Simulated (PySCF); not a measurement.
Work out the structure from these simulated measurements.

Formula: C9H19B.

| Quantity | Value |
| --- | --- |
| 1H NMR | chemical shifts (computed TMS as zero) by class: 7.62 (1 H), 2.01 (1 H), 1.82 (1 H), 1.79 (1 H), 1.70 (1 H), 1.35 (1 H), 1.27 (1 H), 1.24 (1 H), 1.01 (9 H), 0.78 (1 H), 0.31 (1 H) ppm [GIAO B97-2/pcSseg-1] |
| Rotational structure | rotational constants A, B, C: 2.266, 0.859, 0.746 GHz [PBE0-D3(BJ)/def2-SVP] |
| Dipole | 0.44 D [B97-2/pcSseg-1] |
| 13C NMR | chemical shifts (computed TMS as zero) by class: 51.5 (1 C), 33.3 (1 C), 30.4 (3 C), 30.1 (1 C), 29.2 (1 C), 27.5 (1 C), 25.6 (1 C) ppm [GIAO B97-2/pcSseg-1] |
| NMR, other nuclei | isotropic shieldings of nuclei other than C and H, by class: 20 (1 B) ppm [GIAO B97-2/pcSseg-1] |

Gas-phase values; electronic properties from PySCF, density fitting. Levels stand in brackets. The structure is a single PBE0-D3(BJ)/def2-SVP conformer in the gas phase; no vibrational or solvent corrections. NMR classes are plain means over equivalent atoms (diastereotopic ones count apart unless rotation or inversion swaps them), as if these changed places fast.

Question: Give a SMILES that accounts for the data.

Answer: Numbering: `[CH3:1][C:2]([CH3:3])([CH3:4])[C@@H:5]1[BH:6][CH2:7][CH2:8][CH2:9][CH2:10]1`. 9 carbons fall into 7 classes; from least to most shielded: ring sp3 carbon bound to boron [C5] (51.5 ppm), quaternary sp3 carbon [C2] (33.3 ppm), methyl carbon [C1/C3/C4] (30.4 ppm, 3 C, up to 2.5 ppm apart in this geometry), ring CH2 carbon [C9] (30.1 ppm), ring sp3 carbon bound to boron [C7] (29.2 ppm), ring CH2 carbon [C10] (27.5 ppm), ring CH2 carbon [C8] (25.6 ppm). Hydrogen classes from least to most shielded: 1 H on a three-coordinate boron, B6 (7.62 ppm), 1 H on an sp3 carbon bound to boron, C7 (2.01 ppm), 1 H on a ring CH2 carbon, C9 (1.82 ppm), 1 H on a ring CH2 carbon, C10 (1.79 ppm), 1 H on a ring CH2 carbon, C8 (1.70 ppm), 1 H on a ring CH2 carbon, C10 (1.35 ppm), 1 H on a ring CH2 carbon, C9 (1.27 ppm), 1 H on a ring CH2 carbon, C8 (1.24 ppm), 9 H on 3 methyl carbons, C1/C3/C4 (1.01 ppm, a mean of values up to 1.5 ppm apart in this geometry), 1 H on an sp3 carbon bound to boron, C7 (0.78 ppm), 1 H on an sp3 carbon bound to boron, C5 (0.31 ppm). The other shieldings belong to: 20 ppm, three-coordinate boron [B6]. The optimised geometry has point group C1 and is an asymmetric top. Structure: `CC(C)(C)[C@@H]1BCCCC1`. The assignments are read from this structure; whether some other isomer fits the data as well wasn't checked. The mirror image fits equally.
